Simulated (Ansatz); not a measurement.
`NC[SiH2][AlH2]`, charge 0, multiplicity 1.

Problem. Give a relaxed structure at PBE0-D4/def2-TZVP (Ansatz 0.2.0). (An estimate is asked.)

Solution. The calculation gave: 
```xyz
12

N    -1.1138   -1.8088   -0.8674
C    -0.0467   -0.8242   -0.7558
Si   -0.2863    0.2860    0.7590
Al    1.4400    2.0209    0.9875
H    -1.0096   -2.3707   -1.7037
H    -2.0184   -1.3585   -0.9203
H     0.9062   -1.3485   -0.6224
H     0.0835   -0.1803   -1.6416
H    -0.3487   -0.5547    1.9912
H    -1.6291    0.9401    0.6388
H     1.4025    3.0405    2.2073
H     2.6204    2.1583   -0.0724
```
This is one stationary point; other conformers may exist.
